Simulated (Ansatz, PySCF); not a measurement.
C5H7FO3, singlet, geometry from GFN2-xTB. Base run: REVPBE/STO-3G (PySCF).

Input for PySCF:
```python
from pyscf import gto, scf, dft

mol = gto.M(
    atom='''
C     3.305830    0.113454   -0.010999
C     2.062358    0.005672   -0.455939
F     1.800019   -0.195392   -1.756180
C     0.865820    0.095842    0.425164
O     0.930204    0.273261    1.616149
O    -0.269430   -0.041419   -0.255789
C    -1.454605    0.030216    0.500590
O    -2.500118   -0.158171   -0.386374
C    -3.759904   -0.102594    0.240305
H     3.475007    0.274255    1.037505
H     4.150617    0.044083   -0.672470
H    -1.512491    1.016795    1.000236
H    -1.436619   -0.749364    1.286869
H    -3.858808   -0.884402    1.002436
H    -4.493584   -0.261521   -0.545771
H    -3.926538    0.873783    0.710200
''',
    basis='sto-3g',
    charge=0,
    spin=0,
    verbose=4,
)

mf = dft.RKS(mol)
mf.xc = 'revpbe'
mf.kernel()
```

The same geometry, method and basis name were run in Ansatz (an electronic-structure program) and PySCF, at each program's defaults and at the settings that a row names. The base is PySCF at its defaults. Differences at the defaults can come from grids, fitting, cores and function types together.

| code and settings | ΔE vs base (µEh) | basis functions | E (Eh) | SCF cycles | dipole (D) |
|---|---|---|---|---|---|
| PySCF, defaults (exact integrals, its default grid, spherical functions) | 0.0 | 52 | -513.13262 | 12 | 1.51 |
| Ansatz, defaults (factorised integrals, its default grid, spherical functions) | -1.8 | 52 | -513.13262 | - | - |
| PySCF, density fitting with def2-universal-jkfit | -3212 | 52 | -513.13583 | 12 | 1.51 |
| PySCF, fine grid | 2.5 | 52 | -513.13262 | 12 | 1.51 |
| Ansatz, high accuracy | 2.5 | 52 | -513.13262 | - | - |
